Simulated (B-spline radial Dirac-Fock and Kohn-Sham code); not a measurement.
**Dipole and non-dipole photoemission parameters of Bi⁵⁺ 4f5/2**

System: the Bi⁵⁺ ion, configuration [Xe] 4f14 5d10; threshold 231.1 eV (orbital energy of the model). Calculated with a radial atomic solver, using Dirac-Hartree-Slater photoionisation with a Latter tail; cross sections with all multipoles, angular parameters from the dipole term and its interference with E2.

For linearly polarised light dσ/dΩ = σ/(4π) [1 + β P₂(cos θ) + (δ + γ cos²θ) sin θ cos φ], with θ from the polarisation vector and φ the angle between the beam and the projection of the electron momentum on the plane normal to the polarisation.

```
hν (eV)  σ (kb)      β       γ      δ
    251     652  1.420   0.025  0.002
    288    1330  0.592   0.001  0.005
    313       ?      ?       ?      ?
    358    1970  0.298  -0.010  0.010
    400    2040  0.315  -0.013  0.012
    496    1750  0.434  -0.017  0.017
    543    1560  0.497  -0.017  0.020
    750     871  0.718  -0.003  0.033
    800     757  0.757   0.003  0.036
   1280     230  0.975   0.100  0.063
   1370     189  0.996   0.123  0.068
   1400     178  1.002   0.131  0.069
 1486.9     149  1.018   0.155  0.074
   1850    76.8  1.056   0.261  0.091
   1880    73.0  1.058   0.269  0.093
   1980    62.0  1.063   0.299  0.097
   3570    8.39  1.029   0.726  0.166
   4000    5.55  1.007   0.822  0.184
 5414.7    1.78  0.934   1.085  0.242
   5810    1.36  0.914   1.147  0.257
 9251.7   0.210  0.772   1.545  0.389
   9960   0.155  0.749   1.604  0.415
```

Task: Give the values at 313 eV.

Result: σ = 1650 kb, β = 0.393, γ = -0.005, δ = 0.007.
